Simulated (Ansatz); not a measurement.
Input:

```yaml
crystal:
  periodic: [false, false, false]
  atoms:
    - { symbol: B, position_ang: [0.0933, -2.4293, 1.0633] }
    - { symbol: O, position_ang: [0.9371, -1.9723, -0.0283] }
    - { symbol: Si, position_ang: [1.1908, -0.2863, 0.1981] }
    - { symbol: Si, position_ang: [-0.4605, 0.9112, -0.4986] }
    - { symbol: "N", position_ang: [-0.1642, 2.6389, -0.3846] }
    - { symbol: S, position_ang: [-0.9503, 0.4168, -2.5411] }
    - { symbol: H, position_ang: [0.5164, -2.7956, 2.0693] }
    - { symbol: H, position_ang: [-1.0875, -2.3382, 0.8856] }
    - { symbol: H, position_ang: [1.5034, 0.0302, 1.6696] }
    - { symbol: H, position_ang: [2.399, 0.1133, -0.5551] }
    - { symbol: H, position_ang: [-1.7154, 0.5804, 0.3562] }
    - { symbol: H, position_ang: [-0.0016, 2.857, 0.664] }
    - { symbol: H, position_ang: [-1.0789, 3.184, -0.671] }
    - { symbol: H, position_ang: [-1.1945, -0.9394, -2.1986] }
basis:
  gaussian: { orbitals: STO-3G }
hamiltonian:
  xc: pbe0
  dispersion: d4
relax:
  f_tol: 0.015
  max_steps: 40
```

Command:

```bash
$ ansatz run input.yaml --threads 1 --pin off --max-ram 2048MiB --backend cpu --events-out ev --progress --plain --runs-dir out
```

Hardware: 1 thread of Arm Neoverse N1 (shared host).

Question: Roughly how long does this run take, and how much memory?

Answer: 2.9 min, with a peak of 0.18 GiB, for 21 ionic steps.
